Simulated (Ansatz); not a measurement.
This geometry of CH$_{6}$AlBO (10 atoms, charge 0, multiplicity 1) is a first-order saddle point.

The calculation used RKS PBE0-D4/cc-pVDZ (Ansatz 0.2.0).

```xyz
10
Properties=species:S:1:pos:R:3
B -2.178 1.148 -0.960
Al -0.137 0.533 -0.727
O 0.197 -0.484 0.637
C 1.393 -1.059 1.083
H -2.545 1.859 -1.870
H -3.035 0.798 -0.182
H 1.127 0.891 -1.647
H 1.301 -2.159 1.109
H 2.261 -0.804 0.445
H 1.617 -0.723 2.111
```

Task: Which two structures does it join? (They come from a converged band through this point; their orientation in space is the band's.)

Result: No bond is made or broken. The dihedral H6–B1–Al2–O3 goes from -90 to 90°. The two ends are copies of one structure, up to a mirror image or an exchange of like atoms.

Image 0:

```xyz
10
Properties=species:S:1:pos:R:3
B -2.193 0.999 -1.027
Al -0.197 0.292 -0.850
O 0.255 -0.279 0.722
C 1.453 -0.806 1.218
H -2.491 2.158 -0.842
H -3.115 0.276 -1.335
H 0.921 0.232 -1.999
H 1.290 -1.827 1.607
H 2.252 -0.858 0.453
H 1.825 -0.188 2.055
```

Image 8:

```xyz
10
Properties=species:S:1:pos:R:3
B -2.194 0.999 -1.028
Al -0.196 0.297 -0.848
O 0.258 -0.275 0.722
C 1.454 -0.808 1.218
H -3.111 0.278 -1.356
H -2.499 2.153 -0.826
H 0.922 0.241 -1.997
H 1.288 -1.833 1.596
H 2.256 -0.853 0.456
H 1.822 -0.198 2.063
```

Task: How far does it lie above each of them?

Result: 1.7 kcal/mol above the first and 1.7 kcal/mol above the second. This is the barrier of this one path; another mechanism may lie lower.

Time of the run: 3.9 min on 1 thread of Intel(R) Xeon(R) Platinum 8488C (Sapphire Rapids), with other jobs on the host, peak memory 0.26 GiB.
